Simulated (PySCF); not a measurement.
Ge(OH)4 (GeH4O4), SMILES [OH][Ge]([OH])([OH])[OH]. Coordinates come from a PBE-D3(BJ)/def2-SVP optimisation. The isomer is the one that the SMILES or the coordinates give; other isomers of the formula were not compared. One conformer was computed; it need not be the lowest.

All values below come from PBE-D3(BJ)/def2-SVP in PySCF.

Harmonic wavenumbers (cm⁻¹): 150, 162, 210, 214, 214, 251, 275, 275, 328, 657, 708, 724, 724, 879, 902, 917, 917, 3721, 3721, 3722, 3723. Rotational constants (GHz): 3.549, 3.549, 3.091; symmetry number 2.

Question: Work out the zero-point energy and the ideal-gas rigid-rotor harmonic-oscillator thermochemistry at 298.15 K and 1 atm.

Answer: ZPE = ½ Σ hcν = ½ × 23393 cm⁻¹ = 33.44 kcal/mol. H − E(el) = 39.15 kcal/mol. Entropy in cal/(mol K): translation 40.73, rotation 25.14, vibration 19.14, total 85.01. G − E(el) = 13.81 kcal/mol. Cp = 29.30 cal/(mol K).
